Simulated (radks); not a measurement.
Q: The mean radii <r> (bohr) of the occupied orbitals of an atom or ion are listed with their occupations. All-electron calculation, scalar-relativistic Kohn-Sham, BLYP, spin-polarised, spherical densities, finite nucleus; Fermi nuclear charge, rms radius of each element as measured or else 0.836 A^(1/3) + 0.57 fm. Program: a radial shooting solver on a logarithmic mesh with Libxc functionals.

| orbital | occ. | <r> |
|---|---|---|
| 1s up | 1 | 0.02001 |
| 1s down | 1 | 0.02001 |
| 2s up | 1 | 0.08485 |
| 2s down | 1 | 0.08485 |
| 2p up | 3 | 0.07538 |
| 2p down | 3 | 0.07537 |
| 3s up | 1 | 0.2192 |
| 3s down | 1 | 0.2191 |
| 3p up | 3 | 0.2180 |
| 3p down | 3 | 0.2179 |
| 3d up | 5 | 0.1971 |
| 3d down | 5 | 0.1971 |
| 4s up | 1 | 0.4539 |
| 4s down | 1 | 0.4540 |
| 4p up | 3 | 0.4676 |
| 4p down | 3 | 0.4678 |
| 4d up | 2 | 0.4704 |

Name the element and its charge. Open shells, if any, are filled with parallel spins first.

A: Z = 69, thulium, charge +31: Tm31+ in [Kr] 4d2. The 1s radius gives Z: for a bare nucleus <r> = (2 gamma + 1)/(2Z) with gamma = sqrt(1 - (Z/c)^2), 0.01977 bohr for Z = 69, and screening makes it slightly larger (0.02001 here). The occupations add up to 38, and the charge is Z minus that.
